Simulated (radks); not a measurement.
Ionisation of the germanium ion Ge+, [Ar] 3d10 4s2 4p1, to [Ar] 3d10 4s2 as the strength of local exchange is varied. Calculated with a radial shooting solver on a logarithmic mesh with Libxc functionals: scalar-relativistic Kohn-Sham, Slater X-alpha exchange (alpha = 2/3 is LDA exchange), no correlation, spin-polarised, spherical densities, finite nucleus; open shells are filled with parallel spins first; Fermi nuclear charge, rms radius 4.0742 fm.

alpha  E(Ge+) (hartree)  exchange (hartree)  IE (eV)  -e of the level emptied (eV)  <r> of it (bohr)
0.667       -2092.84034           -73.47288   14.871                   10.890 (4p)             2.575
0.723       -2099.02374           -79.87654   15.420                   11.425 (4p)             2.533
0.773       -2104.56002           -85.62463   15.918                   11.912 (4p)             2.498
1           -2129.87699          -112.08214   18.278                   14.243 (4p)             2.351
1.036       -2133.91940          -116.33229   18.666                   14.631 (4p)             2.330
1.041       -2134.48144          -116.92376   18.721                   14.685 (4p)             2.327

NIST Atomic Spectra Database: 15.935 eV (measured). The Delta-SCF value meets it near alpha = 0.77. Open shells are spherical and high-spin; term and fine-structure splittings are not resolved.
